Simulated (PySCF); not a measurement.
Species: C₃H₆BCl.
Z-matrix (Å and degrees, PBE0-D3(BJ)/def2-SVP geometry), rows numbered from 1:
```
Cl
B   1  1.7643
C   2  1.5335  1  120.30
C   3  1.5277  2  119.88  1    33.26
C   4  1.4738  3   61.18  2  -108.37
H   2  1.2059  1  116.01  3   179.98
H   3  1.0942  2  116.57  1   179.59
H   4  1.0929  3  116.24  5  -110.14
H   4  1.0934  3  116.78  5   108.97
H   5  1.0929  3  116.20  4   110.13
H   5  1.0934  3  116.84  4  -109.00
```

The closed-shell ground state was solved at several levels (PySCF, density fitting, gas phase, non-relativistic).

```csv
level,basis functions,total energy (Eh),HOMO (eV),LUMO (eV),gap (eV),dipole (D)
wB97X-D/pcSseg-2,271,-603.0164,-10.22,0.65,10.87,1.83
PBE0/pcSseg-1,122,-602.6205,-8.37,-1.19,7.18,1.88
```

Question: What might PBE0/def2-SVPD (155 basis functions) give for the same quantities?

Answer: Total energy -602.4279 Eh, HOMO -8.37 eV, LUMO -1.22 eV, gap 7.15 eV, dipole 1.84 D.

Question: Over all these levels, which gives the widest orbital gap and which the narrowest?

Answer: wB97X-D/pcSseg-2 (range-separated hybrid) has the widest, 10.87 eV, and PBE0/def2-SVPD (global hybrid, 25 % exact exchange) the narrowest, 7.15 eV. Functional and basis both differ between the two, so the spread mixes both effects.

Question: How far do the dipole and the HOMO energy spread over the levels?

Answer: The dipole runs from 1.83 to 1.88 D (mean 1.85 D) and the HOMO from -10.22 to -8.37 eV.

One conformer stands for the species.

Note: wB97X-D ran without an empirical dispersion term, which enters the total energy and its gradient alone.
